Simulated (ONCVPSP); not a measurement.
## N: one change to an ONCV potential, before and after

- Element: N
- Generator: ONCVPSP 4.0.1
- Type: optimised norm-conserving Vanderbilt (ONCV)
- Functional: PBE
- Relativity: fully relativistic
- Frozen core: [He]
- Valence charge: 5
- Reference configuration: 2s1.75 2p3.25
- Partial waves: 2s: rc 0.90 bohr, ncon 4, nbas 8, qcut 5.8 1/bohr, local; 2p: rc 1.65 bohr, ncon 5, nbas 8, qcut 9.5 1/bohr, 2 projectors, debl 2.7 Ha
- Local potential: the s channel
- Core correction: polynomial model core, fcfact 0.75

Open shells are filled in proportion to 2j + 1.

Change: s: qcut 3.2.

Cutoffs: the cutoffs (Ha) at which the residual kinetic energy of the hardest occupied pseudo-wave falls to 1 and 0.1 mHa per electron; they do not see the model core or the augmentation charge, which bear on the density cutoff. Errors are all-electron minus pseudo energies relative to the spin-unpolarised reference configuration.

Task: What does the change do?

Result: The potential gets harder (104 Ha and 203 Ha → 182 Ha and 219 Ha); the errors of the 4 common tests hardly move; neither file shows a bound ghost.

| quantity | base | changed |
| --- | --- | --- |
| cutoff, loose | 104 Ha | 182 Ha |
| cutoff, tight | 203 Ha | 219 Ha |
| loose cutoff by channel | s 104 Ha, p 28 Ha | s 182 Ha, p 28 Ha |
| bound ghosts | none | none |
| GHOST(+) flags under 300 eV | none | none |
| error for 2s2 2p3, meV [ΔE -2.87 eV] | +0.5 | +0.7 |
| error for 2s2 2p2, meV [ΔE 10.72 eV] | +23 | +25 |
| error for 2s2 2p1, meV [ΔE 39.57 eV] | +156 | +170 |
| error for 2s2 2p2.5, meV [ΔE 2.22 eV] | +5.6 | +6.3 |
| s: phases at 0.91 bohr within 0.05 rad from the reference energy up to (Ha; the scan ends near 5) | to the end of the scan | 4.9 |
| p3/2: phases at 1.67 bohr within 0.05 rad from the reference energy up to (Ha; the scan ends near 5) | to the end of the scan | to the end of the scan |
| p1/2: phases at 1.67 bohr within 0.05 rad from the reference energy up to (Ha; the scan ends near 5) | to the end of the scan | to the end of the scan |
| rms error of d²Exc/dni dnj with the model core, mHa | 8.22 | 8.04 |
